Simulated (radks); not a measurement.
Initial-state core-level shifts of the bismuth ion Bi2+ when its valence configuration changes from [Hg] 6p1. Method: scalar-relativistic Kohn-Sham, BLYP, spin-polarised, spherical densities, finite nucleus; open shells are filled with parallel spins first (spin-orbit coupling, left out, can overturn this in heavy ions); Fermi nuclear charge, rms radius 5.5211 fm; computed with a radial shooting solver on a logarithmic mesh with Libxc functionals. Shifts are changes of the shell-averaged eigenvalues in eV (positive: less bound); the change of the density at the nucleus, which sets a Mossbauer isomer shift, is in e/bohr^3, on a base of 3.215e+06.

valence                         1s       2p       3s       3d  density at nucleus
[Xe] 4f14 5d9 6s2 6p2       -6.623   -6.826   -6.712   -6.741               +90.9
[Xe] 4f14 5d10 6s1 6p2      -1.659   -1.626   -1.648   -1.645              -350.3
[Xe] 4f13 5d10 6s2 6p2     -21.765  -23.169  -25.572  -25.392              +324.2
[Xe] 4f14 5d8 6s2 6p3      -13.269  -13.702  -13.450  -13.514              +184.0
[Xe] 4f13 5d10 6s1 6p3     -23.310  -24.685  -27.112  -26.930               -67.0
[Xe] 4f14 5d10 6p3          -3.426   -3.358   -3.398   -3.392              -710.0
[Xe] 4f13.5 5d9.5 6s2 6p2  -14.147  -14.943  -16.076  -16.001              +206.8
[Xe] 4f13 5d9 6s2 6p3      -28.576  -30.214  -32.477  -32.332              +419.9
[Xe] 4f12.5 5d9.5 6s2 6p3  -36.370  -38.631  -42.185  -41.936              +540.0
